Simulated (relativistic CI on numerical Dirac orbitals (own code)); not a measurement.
Spin-allowed bands of a d8 ion in an octahedral site, by hand

Problem. A d8 ion in an octahedral site has a 3A2 ground term and spin-allowed bands at ν1 = 7480 and ν2 = 11347 cm⁻¹ (from a computed ligand-field model). Find Δ and the Racah parameter B, and predict the third band.

Working.
1. The F term splits into A2 (−1.2Δ), T2 (−0.2Δ) and T1 (+0.6Δ), so ν1 = E(T2) − E(A2) = Δ = 7480 cm⁻¹.
2. T1(F) mixes with T1(P), which lies at 15B, through an element 0.4Δ. The two roots, counted from A2, are ν2,3 = ½(15B + 3Δ) ∓ ½√[(15B − Δ)² + 12BΔ].
3. Solving the lower root for B gives B = (2ν1² + ν2² − 3ν1ν2)/(15ν2 − 27ν1) = -13971471/-31755 = 440 cm⁻¹.
4. The sum of the roots is 15B + 3Δ, so ν3 = 15B + 3ν1 − ν2 = 17693 cm⁻¹ (565 nm).

Check. The bands were computed by exact diagonalisation of the d8 shell with B = 440 and Δ = 7480 cm⁻¹, which gives ν3 = 17693 cm⁻¹. C does not enter the terms of highest spin.
